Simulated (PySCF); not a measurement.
# Pd(2+): ionisation energy

Pd(2+) [Kr] 4d8 (3F) → Pd(3+) [Kr] 4d7 (4F), as a difference of total energies. Computed with PySCF 2.14 in def2-TZVPPD with the def2 core potential (28 electrons), with scalar relativity through the core potential. Correlated levels: valence and next inner shell: nothing frozen outside the core potential. The calculations carry no spin-orbit coupling.

```csv
method,ionisation energy (eV)
UHF,31.177
MP2 (valence and next inner shell),32.712
SCS-MP2 (valence and next inner shell),32.589
CCSD (valence and next inner shell),32.519
CCSD(T) (valence and next inner shell),32.576
```

How much does correlation contribute at CCSD(T) (valence and next inner shell)?

32.576 − (31.177) = 1.399 eV, measured against UHF.

The reference lies between the lowest fine-structure levels, while these numbers refer to the centres of the terms.

Errors of the correlated levels include the incompleteness of this basis.

For comparison: 32.93 eV (semi-empirical (NIST evaluation); NIST Atomic Spectra Database, ionization energies).
